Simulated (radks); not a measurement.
All-electron atom: Hf IV in [Xe] 4f14 5d1.

Method: Dirac Kohn-Sham, exchange-only B88, spin-unpolarised, spherical densities, point nucleus; open shells are shared between the two j in proportion to 2j + 1; computed with a radial shooting solver on a logarithmic mesh with Libxc functionals.

Energy parts (hartree):
| part | energy |
|---|---|
| total | -15093.2207 |
| kinetic | 16891.6015 |
| electron-nucleus | -37530.8398 |
| Hartree | 5852.1296 |
| exchange | -306.1120 |

Orbitals (lengths in bohr, moments of r in powers of bohr):
orbital  occ.  eigenvalue (hartree)       <r^4>
1s1/2       2             -2397.318   6.618e-07
2s1/2       2             -410.5154   0.0001001
2p1/2       2             -392.1021  0.00006066
2p3/2       4             -348.2840  0.00008640
3s1/2       2             -94.25903    0.003731
3p1/2       2             -86.10115    0.003311
3p3/2       4             -76.71117    0.004305
3d3/2       4             -62.91088    0.002954
3d5/2       6             -60.86296    0.003201
4s1/2       2             -19.74320     0.08932
4p1/2       2             -16.40245     0.09864
4p3/2       4             -14.25253      0.1288
4d3/2       4              -8.76496      0.1714
4d5/2       6              -8.37139      0.1869
5s1/2       2              -3.40968       3.069
5p1/2       2              -2.45894       4.895
5p3/2       4              -2.16707       6.705
4f5/2       6              -1.60429      0.8594
4f7/2       8              -1.54006      0.9399
5d3/2     0.4              -0.97427       32.11
5d5/2     0.6              -0.94936       35.26

The highest occupied level is 5d5/2 at -25.833 eV. For comparison, the ionisation energy in NIST's Atomic Spectra Database is 33.37 eV (semi-empirical). In exact Kohn-Sham theory the highest level is minus the ionisation energy, but local and semilocal functionals leave it too shallow, through self-interaction and a potential that decays too fast; potentials with the right tail come closer.

Beside tabulated values, note that spin-unpolarised runs miss the spin-polarisation part of the exchange energy of open shells.
